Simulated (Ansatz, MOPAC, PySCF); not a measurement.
Reaction (SMILES): [SiH](F)(F)[SiH2]F → F[SiH][SiH](F)F + H atom (the H-Si bond breaks)

Wanted: bond dissociation energy (enthalpy at 298 K), in kcal/mol. Conventions: 6-31G* and kin with 6d, 5d where marked; spin-orbit terms left out; non-relativistic; open shells spin-unrestricted; no dispersion term unless named; valence correlation only. CBS marks a two-point X^-3 extrapolation of the correlation energy; Hartree-Fock from the larger set. First-principles rows: single points at B3LYP-D3(BJ) geometries (Ansatz, a quantum-chemistry and plane-wave program), with unscaled harmonic terms from B3LYP/6-31G* (Ansatz) at its own minima. Semi-empirical rows: MOPAC heats of formation at their own minima for 298 K.

| species | coefficient | E at M06-2X/6-31G* (5d) (PySCF), Eh | E at wB97M-V/def2-TZVPD (Ansatz), Eh | H(298 K) - E, kcal/mol | heat of formation at PM3 (MOPAC), kcal/mol |
|---|---|---|---|---|---|
| F[SiH2][SiH](F)F | -1 | -880.28493 | -880.54641 | 27.33 | -256.87 |
| F[SiH][SiH](F)F | +1 | -879.64010 | -879.90164 | 21.30 | -234.61 |
| H atom | +1 | -0.49667 | -0.49411 | 1.48 | 52.10 |

Coupled cluster (Ansatz) is a level with limits of its own, used here on species with T1 under 0.025 (0.045 for open shells) and stable references: CCSD(T)/CBS(cc-pV(T+d)Z,cc-pV(Q+d)Z). Value to compare with, CCSD(T)/CBS(cc-pV(T+d)Z,cc-pV(Q+d)Z) (Ansatz): 91.1 kcal/mol. 1 Eh = 627.5095 kcal/mol.

Task: Compute it at each level from the table, and compare with CCSD(T)/CBS(cc-pV(T+d)Z,cc-pV(Q+d)Z) (Ansatz).

Result: 
- M06-2X/6-31G* (5d): the sum of coefficient times E is 0.14816 Eh, or 92.97 kcal/mol; the thermal terms add -4.55. Result: 88.4 kcal/mol. Its difference against CCSD(T)/CBS(cc-pV(T+d)Z,cc-pV(Q+d)Z) (Ansatz) is -2.7 kcal/mol.
- wB97M-V/def2-TZVPD: the sum of coefficient times E is 0.15066 Eh, or 94.54 kcal/mol; the thermal terms add -4.55. Result: 90.0 kcal/mol. Its difference against CCSD(T)/CBS(cc-pV(T+d)Z,cc-pV(Q+d)Z) (Ansatz) is -1.1 kcal/mol.
- PM3: the sum of coefficient times heat of formation is 74.36 kcal/mol; it needs no thermal term. Its difference against CCSD(T)/CBS(cc-pV(T+d)Z,cc-pV(Q+d)Z) (Ansatz) is -16.7 kcal/mol.
